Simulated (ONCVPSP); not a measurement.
**Potentials for zinc compared**

Generated with ld1.x 7.5 (TM, RRKJ, ultrasoft, PAW), atompaw 4.2 or ONCVPSP 4.0.1. The cutoff is in Ry: for ld1.x and atompaw files where the sum of valence levels is converged to 10 mRy in a Bessel basis, for ONCV files where the hardest occupied wave has 1 mHa per electron of residual kinetic energy. The error is the largest all-electron minus pseudo excitation energy over each file’s own four to seven test configurations (ionisations up to +4, promotions, holes and added fractions of an electron), all of which were solved. The labels leave out finer settings (local radius, basis sizes, second energies), which also bear on the numbers. Spin-polarised tests are not counted. The rows are a selection from randomly drawn settings: files with unsolved tests, undetermined cutoffs or missed reference levels are left out.

A true bound ghost makes a file unfit for plane-wave use even where its test errors are small: the radial tests pick states by their node count and pass the ghost by.

```tsv
potential	cutoff (Ry)	largest error (meV)	bound ghosts
ONCV, Wu-Cohen, scalar-relativistic, rc 2.00/1.80/1.40 (spd), local smoothed, core correction yes, reference 3d10 4s2, qcut 4.1/3.9/10.7, projectors 2/2/2	94	+59	none
ONCV, LDA (Perdew-Zunger), scalar-relativistic, rc 0.65/0.80/1.30 (spd), local smoothed, core correction yes, reference 3s2 3p6 3d9, qcut 8.5/21.8/14.6, projectors 2/2/1	670	+6.7	none
ONCV, LDA (Perdew-Zunger), scalar-relativistic, rc 1.20/0.65/1.10 (spd), local smoothed, core correction yes, reference 3s2 3p6 3d10 4s2, qcut 13.3/11.2/11.6, projectors 2/2/2	516	-9.5	none
ONCV, PW91, scalar-relativistic, rc 1.00/0.80/1.00 (spd), local smoothed, core correction no, reference 3s2 3p6 3d10 4s2, qcut 14.4/18.7/16.4, projectors 2/2/2	204	-6.3	none
ONCV, PBE, scalar-relativistic, rc 1.05/0.80/1.20 (spd), local smoothed, core correction yes, reference 3s2 3p6 3d9, qcut 14.1/21.6/10.7, projectors 2/2/2	225	+48	none
ONCV, PBE, scalar-relativistic, rc 1.00/1.15/1.00 (spd), local smoothed, core correction yes, reference 3s2 3p6 3d10 4s1 4p1, qcut 12/15/19, projectors 2/2/1	247	-79	none
```

Question: Fill in the row for Zn: ONCV, revPBE, fully relativistic, rc 1.05/1.05/1.40 (spd), local smoothed, core correction yes, reference 3s2 3p6 3d9, qcut 10.3/10.4/12.3, projectors 3/2/2.

Answer: cutoff 115 Ry, largest error +152 meV, bound ghosts: none.

Question: Fill in the row for Zn: ONCV, LDA (Perdew-Wang 92), scalar-relativistic, rc 1.60/1.10/0.95 (spd), local smoothed, core correction yes, reference 3p6 3d10 4s1, qcut 3.8/10.9/15.5, projectors 2/2/2.

Answer: cutoff 200 Ry, largest error +52 meV, bound ghosts: s.
